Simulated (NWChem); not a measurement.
System: GaF₂, doublet; SMILES [F][Ga][F]

Input file for NWChem:

```
start job
memory heap 200 mb stack 900 mb global 1100 mb
geometry units angstroms noautosym nocenter noautoz
  Ga     0.000000     0.000000     0.410356
  F     -1.496733     0.000000    -0.509887
  F      1.496733     0.000000    -0.509887
end
basis spherical
  * library def2-svp
end
dft
  odft
  mult 2
  xc xcamb88 1.00 lyp 0.81 vwn_5 0.19 hfexch 1.00
  cam 0.33 cam_alpha 0.19 cam_beta 0.46
  iterations 150
end
property
  efieldgrad
end
task dft property
```

Parts of the log:

```
             Northwest Computational Chemistry Package (NWChem) 7.3.0
             --------------------------------------------------------

                             Geometry "geometry" -> ""
                             -------------------------

 Output coordinates in angstroms (scale by  1.889725989 to convert to a.u.)

  No.       Tag          Charge          X              Y              Z
 ---- ---------------- ---------- -------------- -------------- --------------
    1 Ga                  31.0000     0.00000000     0.00000000     0.41035600
    2 F                    9.0000    -1.49673300     0.00000000    -0.50988700
    3 F                    9.0000     1.49673300     0.00000000    -0.50988700

 Effective nuclear repulsion energy (a.u.)     182.3784655574

                              NWChem Property Module
                              ----------------------

  itol2e modified to match energy
  convergence criterion.

                                 NWChem DFT Module
                                 -----------------

 Summary of "ao basis" -> "ao basis" (spherical)
 ------------------------------------------------------------------------------
       Tag                 Description            Shells   Functions and Types
 ---------------- ------------------------------  ------  ---------------------
 Ga                         def2-svp                12       32   5s4p3d
 F                          def2-svp                 6       14   3s2p1d

  itol2e modified to match energy
  convergence criterion.

            General Information
            -------------------
          SCF calculation type: DFT
          Wavefunction type:  spin polarized.
          No. of atoms     :     3
          No. of electrons :    49
           Alpha electrons :    25
            Beta electrons :    24
          Charge           :     0
          Spin multiplicity:     2
          Use of symmetry is: off; symmetry adaption is: off
          Maximum number of iterations: 150
          AO basis - number of functions:    60
                     number of shells:    24
          Convergence on energy requested:  1.00D-07
          Convergence on density requested:  1.00D-05
          Convergence on gradient requested:  5.00D-04

              XC Information
              --------------
                     Hartree-Fock (Exact) Exchange  1.000
                   CAM-Becke88 Exchange Functional  1.000
                      VWN V Correlation Functional  0.190 local
              Lee-Yang-Parr Correlation Functional  0.810

           Range-Separation Parameters
           ---------------------------
           Alpha           :  0.19
           Beta            :  0.46
           Gamma           :  0.33
           Short-Range HF  :     F

             Grid Information
             ----------------
          Grid used for XC integration:  fine
          Radial quadrature: Mura-Knowles
          Angular quadrature: Lebedev.
          Tag              B.-S. Rad. Rad. Pts. Rad. Cut. Ang. Pts.
          ---              ---------- --------- --------- ---------
          Ga                  1.30      140           7.0       974
          F                   0.50       70           7.0       590
          Grid pruning is: on
          Number of quadrature shells:   280
          Spatial weights used:  Erf1

      Superposition of Atomic Density Guess
      -------------------------------------

 Sum of atomic energies:       -2121.56088380

      Non-variational initial energy
      ------------------------------

 Total energy =   -2121.477367
 1-e energy   =   -3326.611800
 2-e energy   =    1022.755968
 HOMO         =      -0.234903
 LUMO         =       0.032150

   convergence    iter        energy       DeltaE   RMS-Dens  Diis-err
 ---------------- ----- ----------------- --------- --------- ---------
 d= 0,ls=0.0,diis     1  -2124.1222748059 -2.31D+03  1.28D-02  2.40D-01
                                                     1.29D-02  2.39D-01
 d= 0,ls=0.0,diis     2  -2124.0415447563  8.07D-02  5.30D-03  6.31D-01
                                                     6.31D-03  6.05D-01
 d= 0,ls=0.0,diis     3  -2124.2493756003 -2.08D-01  7.52D-04  2.86D-03
                                                     4.50D-04  3.03D-03
 d= 0,ls=0.0,diis     4  -2124.2500883118 -7.13D-04  3.31D-04  1.16D-03
                                                     2.15D-04  1.05D-03
 d= 0,ls=0.0,diis     5  -2124.2503873582 -2.99D-04  1.57D-04  4.08D-05
                                                     7.35D-05  4.35D-05
  Resetting Diis
 d= 0,ls=0.0,diis     6  -2124.2504153757 -2.80D-05  7.30D-05  2.24D-06
                                                     3.71D-05  1.58D-06
 d= 0,ls=0.0,diis     7  -2124.2504193530 -3.98D-06  1.04D-05  1.27D-07
                                                     7.93D-06  8.41D-08
 d= 0,ls=0.0,diis     8  -2124.2504195363 -1.83D-07  2.99D-06  2.53D-08
                                                     4.54D-06  5.40D-08
 d= 0,ls=0.0,diis     9  -2124.2504195750 -3.87D-08  4.68D-06  2.84D-08
                                                     3.92D-06  1.32D-08

         Total DFT energy =    -2124.250419575039
      One electron energy =    -3325.925295069189
           Coulomb energy =     1115.420779104359
    Exchange-Corr. energy =      -96.124369167620
 Nuclear repulsion energy =      182.378465557411

 Numeric. integr. density =       49.000000217779

                    DFT Final Alpha Molecular Orbital Analysis
                    ------------------------------------------

 Vector   23  Occ=1.000000D+00  E=-4.581208D-01
              MO Center= -2.6D-06, -4.1D-10, -4.9D-01, r^2= 2.6D+00
   Bfn.  Coefficient  Atom+Function         Bfn.  Coefficient  Atom+Function
  ----- ------------  ---------------      ----- ------------  ---------------
    37      0.467539  2 F  py                51     -0.467539  3 F  py
    40     -0.325415  2 F  py                54      0.325414  3 F  py
    18     -0.095049  1 Ga d -2              28      0.070384  1 Ga d -2
    23     -0.025317  1 Ga d -2

[...]

          -----------------------
          Electric field gradient
          -----------------------

 1 a.u. = 0.324123 10**(16) esu/cm**3  ( or statvolts/cm**2 ) = 0.97174 10**(22) v/m**2

 ------------------------------------------------------------
   Atom      X         Y         Z
 ------------------------------------------------------------
    1 Ga   0.00000   0.00000   0.77546
 ------------------------------------------------------------

 Electric field gradient in molecular frame (a.u.)
         XX             YY             ZZ             XY             XZ             YZ
 ------------------------------------------------------------------------------------------
        0.939019      -1.599518       0.660500       0.000000      -0.000000       0.000000

 Principal components (a.u.) and orientation
 of principal axis w.r.t. absolute frame                      Asymmetry parameter eta
 --------------------------------------------------------------------------------------
       -1.599518       0.939019       0.660500                       0.174127

       -0.000000       1.000000       0.000000
        1.000000       0.000000       0.000000
       -0.000000      -0.000000       1.000000

 ------------------------------------------------------------
   Atom      X         Y         Z
 ------------------------------------------------------------
    2 F   -2.82842   0.00000  -0.96355
 ------------------------------------------------------------

 Electric field gradient in molecular frame (a.u.)
         XX             YY             ZZ             XY             XZ             YZ
 ------------------------------------------------------------------------------------------
       -0.560807       0.471021       0.089786       0.000000      -0.915979       0.000000

 Principal components (a.u.) and orientation
 of principal axis w.r.t. absolute frame                      Asymmetry parameter eta
 --------------------------------------------------------------------------------------
       -1.207537       0.736516       0.471021                       0.219864

        0.816902      -0.576776       0.000000
       -0.000000      -0.000000       1.000000
        0.576776       0.816902       0.000000

 ------------------------------------------------------------
   Atom      X         Y         Z
 ------------------------------------------------------------
    3 F    2.82842   0.00000  -0.96355
 ------------------------------------------------------------

 Electric field gradient in molecular frame (a.u.)
         XX             YY             ZZ             XY             XZ             YZ
 ------------------------------------------------------------------------------------------
       -0.560807       0.471021       0.089786       0.000000       0.915979      -0.000000

 Principal components (a.u.) and orientation
 of principal axis w.r.t. absolute frame                      Asymmetry parameter eta
 --------------------------------------------------------------------------------------
       -1.207537       0.736516       0.471021                       0.219864

        0.816902       0.576776       0.000000
       -0.000000      -0.000000       1.000000
       -0.576776       0.816902       0.000000
```

Level: CAM-B3LYP/def2-SVP, spin-unrestricted. In the optimisation the excess spin sits in a1 (C2v, its own frame). Structure relaxed at the PBE0/def2-SVP, spin-unrestricted level. This spin state was assumed; another may lie lower. No stability test was run on the SCF state. NWChem prints the field gradient with the sign opposite to the second derivative of the potential.
